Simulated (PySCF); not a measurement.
Bond stretch in SeH, doublet.

Computed with: UKS-M06-2X = unrestricted M06-2X/def2-TZVP run with PySCF; UHF/def2-TZVP (PySCF); UKS-wB97X-V = unrestricted wB97X-V/def2-TZVP in PySCF.

Magnitude of the dipole moment (D; its direction can reverse along the curve, and a method can change to another solution) and Mulliken charge of the fragment that holds Se1:

| R / Å | μ UKS-M06-2X | q UKS-M06-2X | μ UHF | q UHF | μ UKS-wB97X-V | q UKS-wB97X-V |
|---|---|---|---|---|---|---|
| 1.19 | 0.74 | -0.12 | 0.81 | -0.09 | 0.76 | -0.11 |
| 1.26 | 0.70 | -0.13 | 0.77 | -0.11 | 0.73 | -0.12 |
| 1.33 | 0.67 | -0.14 | 0.73 | -0.12 | 0.69 | -0.13 |
| 1.38 | 0.65 | -0.15 | 0.70 | -0.13 | 0.66 | -0.13 |
| 1.42 | 0.63 | -0.15 | 0.68 | -0.13 | 0.64 | -0.13 |
| 1.47 | 0.61 | -0.15 | 0.65 | -0.13 | 0.61 | -0.13 |
| 1.50 | 0.60 | -0.15 | 0.63 | -0.13 | 0.59 | -0.13 |
| 1.54 | 0.58 | -0.15 | 0.61 | -0.13 | 0.57 | -0.13 |
| 1.61 | 0.55 | -0.14 | 0.56 | -0.13 | 0.53 | -0.13 |
| 1.70 | 0.51 | -0.14 | 0.49 | -0.12 | 0.48 | -0.12 |
| 1.82 | 0.45 | -0.12 | 0.41 | -0.11 | 0.41 | -0.11 |

The scan ran from 1.19 to 5.89 Å; beyond the distances shown one of the unrestricted levels run for this scan, shown here or not, changes its spin distribution in one step.
